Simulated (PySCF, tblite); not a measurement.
Isomers of C5H11O2P, one GFN2-xTB conformer each. Single-point energies are computed at PBE0/pcSseg-1 (PySCF, gas phase, no added dispersion term), electronic only.

Question: Rank them by PBE0/pcSseg-1 energy, lowest first (kJ/mol).
A. `[CH3:1][O:2][CH2:3][P@@H:4](=[O:5])[CH:6]1[CH2:7][CH2:8]1` with C1–O2–C3–P4 179°, O2–C3–P4–O5 171°, C3–P4–C6–C7 66°
B. `[CH3:1][CH2:2][P@@:3](=[O:4])([OH:5])[CH:6]1[CH2:7][CH2:8]1` with C1–C2–P3–O4 60°, C2–P3–O5–H -123°, C2–P3–C6–C7 -147°

Answer: B (0.0), A (189.1).

As drawn, the lower has an O–H bond, which the higher lacks. GFN2-xTB itself gives, in the same order: 0.0, 142.2. Both levels put the same isomer lowest.

Question: Which frontier levels, dipoles and rotational constants go with these structures?

Answer: 
| SMILES | HOMO (eV, PBE0/pcSseg-1) | LUMO (eV) | dipole (D) | A, B, C (MHz) |
| --- | --- | --- | --- | --- |
| CC[P@@](=O)(O)C1CC1 | -7.61 | 1.08 | 2.75 | 2416, 1386, 1176 |
| COC[P@@H](=O)C1CC1 | -7.53 | 0.99 | 4.21 | 2259, 1268, 866.7 |

Question: What happens when harmonic zero-point energies from GFN2-xTB frequencies are added?

Answer: 
```csv
SMILES,ZPE (kJ/mol),electronic (kJ/mol),with ZPE (kJ/mol)
CC[P@@](=O)(O)C1CC1,404.9,0.0,0.0
COC[P@@H](=O)C1CC1,399.7,189.1,184.0
```

The zero-point energies span 5.2 kJ/mol. The order is unchanged.
